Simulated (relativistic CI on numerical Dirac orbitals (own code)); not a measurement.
Sensitivity of the levels of Au LI to α and to the nuclear radius

Method of calculation: Dirac-Coulomb-Breit CI, KLI orbitals optimised for each configuration, derivatives by finite differences, unscaled Slater integrals, QED left out (own radial code, finite nucleus).

Configuration list (outside the closed core [Ar] 3d10): 4s, 4p, 4d, 4f, 5s, 5p, 5d, 5f. Levels of other configurations are missing.

With x = (α/α₀)² − 1 an excitation energy changes as ω = ω₀ + qx; K = 2q/ω₀ is the relative enhancement. Terms are leading LS components, so labels can repeat. The field-shift factor is F = δν/δ⟨r²⟩ for the transition from the lowest level.

Lowest level 4s ²S1/2.

| Level | ω₀ (cm⁻¹) | q (cm⁻¹) | K | F (GHz/fm²) |
| --- | --- | --- | --- | --- |
| 4p ²P°1/2 | 903506 | 176300 | 0.39 | -3580 |
| 4p ²P°3/2 | 2056981 | 1.618e+06 | 1.57 | -3850 |
| 4d ²D3/2 | 3408814 | 1.687e+06 | 0.99 | -3840 |
| 4d ²D5/2 | 3652979 | 1.94e+06 | 1.06 | -3830 |
| 4f ²F°5/2 | 5089530 | 1.928e+06 | 0.758 | -3790 |
| 4f ²F°7/2 | 5154702 | 1.991e+06 | 0.773 | -3780 |
| 5s ²S1/2 | 9463730 | 1.026e+06 | 0.217 | -2000 |
| 5p ²P°1/2 | 9904172 | 1.102e+06 | 0.223 | -3660 |
| 5p ²P°3/2 | 10448736 | 1.776e+06 | 0.34 | -3790 |
| 5d ²D3/2 | 11096021 | 1.807e+06 | 0.326 | -3780 |
| 5d ²D5/2 | 11214758 | 1.93e+06 | 0.344 | -3780 |
| 5f ²F°5/2 | 11854114 | 1.924e+06 | 0.325 | -3760 |
| 5f ²F°7/2 | 11891517 | 1.961e+06 | 0.33 | -3760 |

At this charge energies of transitions that change n are usually good to better than 1 %, and those within a shell (Δn = 0) to a few per cent.
